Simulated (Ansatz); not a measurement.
```xyz
9

F    -0.615    0.002    2.532
Si   -0.297   -0.573    1.079
Ge   -0.908    0.306   -0.959
C     0.908    0.314   -0.019
Cl    2.375   -0.431   -0.645
H    -0.121   -2.038    1.149
H    -1.043   -0.654   -2.143
H    -1.398    1.724   -1.255
H     1.099    1.351    0.262
```

Total charge 0; spin multiplicity 1.

Question: List the B3LYP/def2-TZVPP orbital energies in eV (Ansatz). (Best estimate.)

Answer: The calculation gave: Occupied: -10850.58, -2762.52, -1800.41, -1354.98, -1205.89, -1205.87, -1205.86, -671.95, -278.24, -257.22, -196.31, -196.07, -196.06, -169.49, -144.83, -119.77, -119.72, -119.71, -100.19, -100.14, -100.11, -33.31, -33.30, -33.28, -33.24, -33.22, -32.87, -23.30, -18.87, -15.23, -14.78, -13.03, -12.66, -12.56, -11.88, -10.77, -10.02, -9.81, -8.64, -7.23, -6.84. Lowest empty: -1.22, -0.75, -0.11, 0.25, 0.99, 1.66, 2.04, 2.24.

B3LYP here is the variant with VWN-RPA as its local correlation; programs differ in this.
